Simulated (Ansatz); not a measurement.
`O[Si](O)(O)C12CC3CC(CC(C3)C1)C2`, 32 atoms. Hardware: 6 threads of Intel Xeon on a shared host.

Correlated methods freeze 18 core orbitals.

(1) How many basis functions does each of these Ansatz runs have, and roughly what does it cost? r2SCAN-D4/def2-TZVP, charge 0 singlet, energy and forces, from earlier orbitals; MP2/def2-SVP, charge 0 singlet, energy, from earlier orbitals; PBE-D4/def2-SVP, charge -1 doublet at the geometry of the charge 0 singlet, energy, from earlier orbitals; PBE-D4/def2-SVP, charge 1 doublet at the geometry of the charge 0 singlet, energy, from earlier orbitals; PBE0-D4/def2-SVP, charge 1 doublet at the geometry of the charge 0 singlet, energy; PBE0-D4/def2-SVP, charge 0 triplet at the geometry of the charge 0 singlet, energy; PBE-D4/def2-TZVP, charge 0 singlet, energy, from earlier orbitals; PBE0-D4/def2-TZVP, charge 0 singlet, energy and forces, from earlier orbitals; PBE-D4/def2-SVP, charge 0 singlet, relaxation, 18 steps; PBE0-D4/def2-SVP, charge -1 doublet at the geometry of the charge 0 singlet, energy; PBE-D4/def2-SVP, charge 0 singlet, energy, from earlier orbitals; PBE0-D4/def2-SVP, charge 0 singlet, energy, from earlier orbitals.

## Answers

(1) Other jobs shared the machine, so times can vary by a factor of up to 3. A dash marks memory too small to be measured apart from the calling script's.

```
                                                                                                      run  functions  fitting or Cholesky vectors  wall time  peak host memory (GiB)
                                         PBE-D4/def2-SVP, charge 0 singlet, energy, from earlier orbitals        290                         3249      4.7 s                       –
PBE-D4/def2-SVP, charge -1 doublet at the geometry of the charge 0 singlet, energy, from earlier orbitals        290                         3249        9 s                       –
                                        PBE0-D4/def2-SVP, charge 0 singlet, energy, from earlier orbitals        290                         3249      9.5 s                       2
                                            MP2/def2-SVP, charge 0 singlet, energy, from earlier orbitals        290                         2962       11 s                     1.4
 PBE-D4/def2-SVP, charge 1 doublet at the geometry of the charge 0 singlet, energy, from earlier orbitals        290                         3249       12 s                       –
                                        PBE-D4/def2-TZVP, charge 0 singlet, energy, from earlier orbitals        548                         3297       13 s                     1.9
                          r2SCAN-D4/def2-TZVP, charge 0 singlet, energy and forces, from earlier orbitals        548                         3297       23 s                       2
                       PBE0-D4/def2-SVP, charge 1 doublet at the geometry of the charge 0 singlet, energy        290                         3249       36 s                     2.3
                      PBE0-D4/def2-SVP, charge -1 doublet at the geometry of the charge 0 singlet, energy        290                         3249       36 s                     2.3
                       PBE0-D4/def2-SVP, charge 0 triplet at the geometry of the charge 0 singlet, energy        290                         3249       44 s                     2.4
                            PBE0-D4/def2-TZVP, charge 0 singlet, energy and forces, from earlier orbitals        548                         3313       46 s                     3.9
                                                  PBE-D4/def2-SVP, charge 0 singlet, relaxation, 18 steps        290                         3249       92 s                       –
```
